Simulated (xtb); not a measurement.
C6H7F, SMILES C=C1C=C(F)CC1. All values are semi-empirical tight-binding results from xtb (GFN2-xTB unless named), good for trends rather than for accurate numbers. The structure is a stationary point at GFN2-xTB. This is a generated structure with no PubChem entry under its InChIKey; it may be hypothetical. One conformer was computed; it need not be the lowest.

```json
{
 "point_group_as_xtb_finds_it": "Cs",
 "orbital_gap": "3.61 eV",
 "dipole_moment": "1.97 D",
 "zero_point_energy": "69.6 kcal/mol",
 "G − E(el) at 298.15 K (modified RRHO)": "50.5 kcal/mol",
 "static polarisability (D4 model)": "68.7 bohr³",
 "solvation energy, GFN2-xTB/ALPB(water)": "-1.9 kcal/mol",
 "solvation energy, GFN2-xTB/ALPB(octanol)": "-4.7 kcal/mol"
}
```

Computed IR lines (harmonic; lines under 4 % of the strongest left out, lines within 3 cm⁻¹ merged):
ν (cm⁻¹): 554 (w), 817 (m), 871 (w), 889 (w), 931 (m), 1145 (m), 1208 (w), 1259 (m), 1291 (w), 1314 (m), 1473 (w), 1681 (vs), 2955 (w), 2982 (m), 3001 (w), 3113 (w), 3140 (m), 3155 (w) (against the strongest line: vs over 80 %, s over 45 %, m over 15 %, w over 4 %, vw less)
